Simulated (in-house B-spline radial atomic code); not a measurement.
Settings and results of a run for Pt3+. Method: Dirac-Kohn-Sham BLYP, spherical fractional occupations, Fermi nucleus of rms radius 5.427 fm. Calculated with a B-spline radial code for spherical atoms.

Command:
```bash
python run_scf.py task.json out
```
Settings (nuclear radius in fm, mass in u):
```
Z                78
configuration    [Xe] 4f14 5d7
hamiltonian      dirac
method           b88,lyp
spin_polarised   False
nucleus          fermi
rms_radius       5.427
atomic_mass      194.96479
speed_of_light   137.035999084
```

Output (hartree, bohr):
```
 radial grid: 72 intervals, B-splines of order 8, outer radius 39.1892 bohr

 iter        energy (Eh)    residual
    1      -18439.980258    6.60e-01
    2      -18441.371511    8.68e-02
    3      -18441.620734    2.04e-02
    4      -18441.641084    6.49e-03
    5      -18441.642436    2.94e-03
    6      -18441.642753    1.10e-03
    7      -18441.642786    2.43e-04
    8      -18441.642787    6.22e-05
    9      -18441.642787    4.64e-07

 total energy                    -18441.64279
 kinetic                           21087.3763
 electron-nucleus                 -46260.7668
 Hartree                            7088.7895
 exchange-correlation               -357.0418

 first-order corrections (not in the total)
   Gaunt                            23.1974
   retardation                      -2.4615
   frequency dependence             -0.4314
   self-energy                      17.2082
   Uehling                          -3.4342
   Wichmann-Kroll                    0.1473
   recoil                            0.0315

 orbital      occ     eigenvalue          <r>       <r^2>       <1/r>       <r^4>       r_max    small
 1s1/2      2.000     -2878.0371    0.0171531 0.000406294     93.8961  4.5229e-07     0.01062  8.75e-02
 2s1/2      2.000      -506.3200    0.0717027  0.00614581     23.0344 6.62139e-05     0.06144  2.00e-02
 2p1/2      2.000      -485.4980    0.0590592  0.00435536     23.0032 3.94298e-05     0.04532  2.01e-02
 2p3/2      4.000      -421.9452    0.0674893   0.0055457     18.8624 6.03175e-05     0.05258  1.79e-02
 3s1/2      2.000      -119.9095     0.186584   0.0399546     8.45632  0.00241552      0.1729  6.66e-03
 3p1/2      2.000      -110.5267     0.176775   0.0364646     8.37268  0.00211006      0.1614  6.61e-03
 3p3/2      4.000       -96.5571     0.192273   0.0429167     7.29525  0.00288733      0.1762  5.98e-03
 3d3/2      4.000       -80.8716     0.167593   0.0329815     7.19293  0.00192393      0.1374  5.87e-03
 3d5/2      6.000       -77.8601     0.172327   0.0347405     6.94542   0.0021148      0.1415  5.69e-03
 4s1/2      2.000       -26.7762     0.414996    0.194609     3.57351    0.054829      0.3904  2.24e-03
 4p1/2      2.000       -22.7896     0.417869    0.198909     3.46449   0.0587855      0.3888  2.15e-03
 4p3/2      4.000       -19.4610     0.451794    0.232156     3.09013   0.0799495      0.4194  1.91e-03
 4d3/2      4.000       -12.9173      0.46172     0.24673     2.88477   0.0970268      0.4129  1.71e-03
 4d5/2      6.000       -12.2983     0.472955    0.258685     2.79765    0.106605      0.4224  1.65e-03
 5s1/2      2.000        -5.0200     0.949502     1.01137     1.43947     1.48475      0.8689  5.56e-04
 5p1/2      2.000        -3.7396      1.02654     1.18993      1.3148     2.12103      0.9197  4.75e-04
 5p3/2      4.000        -3.1788      1.12104     1.41951     1.18083     3.03104      0.9992  4.04e-04
 4f5/2      6.000        -3.9381     0.512105    0.319306     2.40848    0.212923      0.3826  1.27e-03
 4f7/2      8.000        -3.8110     0.519373    0.328558     2.37418    0.225993      0.3872  1.24e-03
 5d3/2      2.800        -1.4556      1.46707     2.49269    0.887883       10.47       1.208  2.36e-04
 5d5/2      4.200        -1.3954       1.5128     2.65083    0.858215     11.8458       1.243  2.22e-04
```

Time taken, with all properties: 2.2 s on 1 thread of Arm Neoverse V1, on a shared host.

For the Dirac Hamiltonian the kinetic term is c α·p + (β - 1)c².
